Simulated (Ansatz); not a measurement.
Ansatz (a quantum-chemistry and plane-wave program) input:
A basis named .json is the Basis Set Exchange file of that set.

Ansatz 0.2 input:
```yaml
crystal:
  periodic: [false, false, false]
  atoms:
    - {symbol: P, position_ang: [2.18349511, -0.07863570, 0.60063174]}
    - {symbol: Si, position_ang: [-0.00254847, 0.00473335, 0.00027104]}
    - {symbol: P, position_ang: [-0.42621060, 1.81954680, -1.29067948]}
    - {symbol: P, position_ang: [-0.40563429, -1.91703568, -1.13580070]}
    - {symbol: P, position_ang: [-1.19585741, 0.07513590, 1.92783633]}
    - {symbol: H, position_ang: [2.65438516, 0.21133560, -0.70667566]}
    - {symbol: H, position_ang: [2.22669273, 1.27727215, 1.01921347]}
    - {symbol: H, position_ang: [0.19768587, 1.28637818, -2.44962989]}
    - {symbol: H, position_ang: [-1.72402615, 1.38814013, -1.67425757]}
    - {symbol: H, position_ang: [-1.81113478, -1.72240081, -1.16028962]}
    - {symbol: H, position_ang: [-0.43958423, -2.74050834, 0.02017279]}
    - {symbol: H, position_ang: [-0.97435997, 1.45962610, 2.15654844]}
    - {symbol: H, position_ang: [-2.43087254, 0.28872039, 1.26130504]}
basis:
  gaussian:
    orbitals: cc-pwCVTZ.json
magnetization: {spin_polarized: false}
correlation: {method: ccsd_t, electrons: outside_noble_gas}
```

Problem. Which total energy does the run end on?

Solution. -1657.54138 Eh (CCSD(T)/cc-pwCVTZ).
